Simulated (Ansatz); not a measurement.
Basis-set extrapolation for BClH5NSi2 (`BN1[SiH2][SiH]1Cl`) (PBE0-D4/def2-TZVP geometry, frozen core, Ansatz 0.2.0). Multiplicity 1, RHF reference.

```csv
,def2-TZVPP,def2-QZVPP
HF,-1119.552240,-1119.586915
MP2 correlation,-0.725338,-0.783865
CCSD(T) correlation,-0.815459,not run
```

Energies in hartree. Use E(X) = E(∞) + A·exp(−7.88·√X) for Hartree–Fock and E(X) = E(∞) + B·X^(−2.97) for correlation, with X = 3 and 4, and add CCSD(T) minus MP2 of the smaller set to the MP2 limit.

Problem. What is the CCSD(T) energy at the basis-set limit?

Solution. HF limit: -1119.586915 + (-0.034675) × 0.13774 = -1119.59169. MP2 limit: -0.783865 + (-0.058527) × 0.74074 = -0.82722. Higher-order term: -0.815459 − (-0.725338) = -0.09012. Total: -1120.50903 hartree, 371.1 kJ/mol below CCSD(T)/def2-TZVPP.
